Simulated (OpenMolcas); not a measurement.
**Ionisation energies of aluminium**

```yaml
Program: OpenMolcas
Basis: ANO-RCC-VQZP [6s5p3d2f1g]
Scalar_Hamiltonian: DKH2, point nucleus
Spin-orbit_coupling: state interaction with AMFI integrals over the reference wave functions, term energies averaged over their components
```

Active shells in each charge state: the valence s, p shells, with orbitals averaged over the low states. Where CASPT2's correlated closed shells are named, they are those of the first ion.

A. CASSCF
B. SS-CASPT2, IPEA 0.25 Eh, imaginary shift 0.1 Eh (closed shells correlated: 2s 2p)
C. SS-CASPT2, IPEA 0.25 Eh, imaginary shift 0.1 Eh (closed shells correlated: none)
D. SS-CASPT2, IPEA 0 Eh, imaginary shift 0.1 Eh (closed shells correlated: 2s 2p)

Energies in eV between the lowest computed levels (charge -1 gives the electron affinity), named as in B; reference values from the NIST Atomic Spectra Database with their kind.

```tsv
From	To	A	B	C	D	Spin-orbit share in B	Reference
Al- 3s2 3p2 3P0	Al 3s2 3p 2P* 1/2	-0.563	-0.079	-0.078	0.042	-0.003	
Al 3s2 3p 2P* 1/2	Al+ 3s2 1S0	4.976	5.703	5.673	5.856	+0.009	5.986 (measured)
Al+ 3s2 1S0	Al2+ 3s 2S 1/2	18.567	18.737	18.630	18.738	+0.000	18.829 (measured)
Al2+ 3s 2S 1/2	Al3+ 2p6 1S0	28.085	28.343	28.085	28.350	+0.000	28.448 (measured)
```

Error against the reference values, in %:

```
From  Reference      A     B     C     D
  Al   measured  -16.9  -4.7  -5.2  -2.2
 Al+   measured   -1.4  -0.5  -1.1  -0.5
Al2+   measured   -1.3  -0.4  -1.3  -0.3
```

Mean absolute error over the 3 measured values: A 0.54 eV, B 0.16 eV, C 0.29 eV, D 0.11 eV. D lies closest.

No diffuse functions were added, so the electron affinity comes out too small, and without dynamic correlation a bound anion can come out unbound.

* marks odd parity.
